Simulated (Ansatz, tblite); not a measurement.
Forces on Hf₃O₄⁺ at its r2SCAN-D4/def2-SVP geometry. Total charge 1; doublet.

In the def2 sets Hf takes a core potential; there is no spin–orbit coupling. The xTB rows come from tblite. At HF/def2-TZVP the charge 1 doublet is spin-contaminated (final ⟨S²⟩ up to 0.96, 0.75 for a pure state). The structure comes from a short search, and lower isomers may exist.

GFN1-xTB (tblite), largest force 3.30 eV/Å:

```xyz
7
positions Å, forces eV/Å
Hf    0.809   -0.830    1.541   -0.461    0.473   -0.878
Hf   -0.444    1.488    0.068   -0.082    2.587    2.054
Hf   -0.205   -0.824   -1.302    0.498   -3.012   -1.264
O     0.641   -2.042   -0.003   -0.203    0.861    0.192
O     0.320    1.057    1.833   -0.051   -0.602   -0.674
O    -1.761    0.198   -0.642    0.817    0.056    0.048
O     0.638    0.952   -1.495   -0.517   -0.363    0.522
```

GFN2-xTB (tblite), largest force 3.68 eV/Å:

```
Hf 0.198 -0.203 0.377
Hf -0.399 3.227 1.731
Hf 0.254 -3.079 -2.006
O -0.216 0.189 -0.438
O -0.223 0.260 -0.396
O 0.103 -0.225 0.398
O 0.281 -0.168 0.334
```

HF/def2-TZVP (Ansatz), largest force 0.61 eV/Å:

```
Hf 0.114 -0.237 0.108
Hf -0.035 -0.200 -0.271
Hf -0.027 -0.357 -0.393
O 0.004 0.303 0.284
O -0.076 -0.104 -0.305
O 0.410 0.423 0.146
O -0.391 0.171 0.431
```
